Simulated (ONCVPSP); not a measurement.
# Before and after: ONCV potential for oxygen (O)

O (Z = 8), optimised norm-conserving Vanderbilt (ONCV), made with ONCVPSP 4.0.1 (PBE, non-relativistic). Core [He], reference 2s2 2p4. Waves: 2s: rc 1.00 bohr, ncon 3, nbas 7, qcut 6.6 1/bohr, 2 projectors, debl 2.9 Ha; 2p: rc 1.15 bohr, ncon 3, nbas 6, qcut 11.7 1/bohr, 2 projectors, debl 1.6 Ha. Local part: polynomial inside 0.65 bohr (lpopt 5, dvloc0 0 Ha). Core correction: none.

Change: s: rc 1.02.

Cutoffs: the cutoffs (Ha) at which the residual kinetic energy of the hardest occupied pseudo-wave falls to 1 and 0.1 mHa per electron; they do not see the model core or the augmentation charge, which bear on the density cutoff. Errors are all-electron minus pseudo energies relative to the spin-unpolarised reference configuration.

What does the change do?

The potential gets neither clearly harder nor softer (44 Ha and 138 Ha → 44 Ha and 131 Ha); the p channel sets the loose cutoff, while the largest relative change is in s, which becomes softer; the errors of the 4 common tests hardly move; neither file shows a bound ghost.

| quantity | base | changed |
| --- | --- | --- |
| cutoff, loose | 44 Ha | 44 Ha |
| cutoff, tight | 138 Ha | 131 Ha |
| loose cutoff by channel | s 37 Ha, p 44 Ha | s 27 Ha, p 44 Ha |
| bound ghosts | none | none |
| GHOST(+) flags under 300 eV | none | none |
| error for 2s2 2p3, meV [ΔE 16.44 eV] | +10 | +11 |
| error for 2s2 2p2, meV [ΔE 50.03 eV] | +90 | +92 |
| error for 2s2 2p1, meV [ΔE 103.90 eV] | +384 | +386 |
| error for 2s1 2p5, meV [ΔE 14.90 eV] | +28 | +29 |
| p: phases at 1.16 bohr within 0.05 rad from the reference energy up to (Ha; the scan ends near 5) | to the end of the scan | to the end of the scan |
